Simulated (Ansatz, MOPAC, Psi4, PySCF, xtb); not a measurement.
Pair of molecules: CH3F (SMILES CF) (first 5 atoms) with CH6Si (SMILES C[SiH3]); geometry from B3LYP-D3(BJ)/def2-TZVP, rigid monomers moved along the line of their centres of mass till F2···Si7 is 5.85 Å.
(charge 0, multiplicity 1):
```xyz
13

C     -0.682     0.493    -0.302
F      0.316    -0.271     0.299
H     -0.489     0.532    -1.374
H     -1.645     0.023    -0.105
H     -0.657     1.495     0.126
C      1.256    -1.129     6.157
Si    -0.147     0.111     6.118
H      2.121    -0.720     6.682
H      1.559    -1.385     5.141
H      0.952    -2.044     6.668
H     -0.568     0.467     7.497
H     -1.332    -0.439     5.413
H      0.258     1.363     5.434
```

```json
[
 {"level": "GFN-FF", "interaction energy (meV)": "-4.4", "cost": "-"},
 {"level": "AM1", "interaction energy (meV)": "-1.9", "cost": "-"},
 {"level": "GFN1-xTB", "interaction energy (meV)": "-7.2", "cost": "-"},
 {"level": "HF/3-21G (no counterpoise)", "interaction energy (meV)": "-7.5", "cost": "-"},
 {"level": "HF/aug-cc-pV(D+d)Z", "interaction energy (meV)": "-6.7", "cost": "-"},
 {"level": "PBE-D4/def2-TZVPPD", "interaction energy (meV)": "-6.5", "cost": "×1"},
 {"level": "r2SCAN-D4/def2-TZVPPD", "interaction energy (meV)": "-8.1", "cost": "×2"},
 {"level": "B3LYP/6-31G* (no counterpoise)", "interaction energy (meV)": "-5.1", "cost": "-"},
 {"level": "PBE0-D4/def2-TZVPPD", "interaction energy (meV)": "-7.1", "cost": "×1"},
 {"level": "M06-2X/6-31G* (no counterpoise)", "interaction energy (meV)": "-5.3", "cost": "-"},
 {"level": "MP2/6-31G*", "interaction energy (meV)": "-6.9", "cost": "-"},
 {"level": "MP2/6-31G* (no counterpoise)", "interaction energy (meV)": "-7.2", "cost": "-"},
 {"level": "CCSD(T)/aug-cc-pV(D+d)Z", "interaction energy (meV)": "-8.8", "cost": "×20"},
 {"level": "SAPT0/jun-cc-pV(D+d)Z", "interaction energy (meV)": "-9.4", "cost": "-"}
]
```

The rows run from -9.4 (SAPT0/jun-cc-pV(D+d)Z) to -1.9 meV (AM1).

Monomers are frozen at their geometry in the pair; levels with a basis set take the counterpoise correction. Rows marked so take none.

Frozen-core correlation. Rows in 3-21G, 6-31G* carry no dispersion term and start afresh at each structure (6-31G* with six Cartesian d functions). MP2/6-31G* freezes PySCF's default core. The state that AM1 reach isn't checked.

Programs: Ansatz (an electronic-structure program) with Gaussian orbitals; MOPAC for AM1 (differences of heats of formation); Psi4 for SAPT; PySCF for 3-21G rows, 6-31G* rows, the dispersion terms; xtb for the GFN methods. 

Costs are rough ratios of core time to PBE/def2-TZVPPD (about 8 s over the structures, on one shared machine); a dash marks a level with no comparable run of its own.
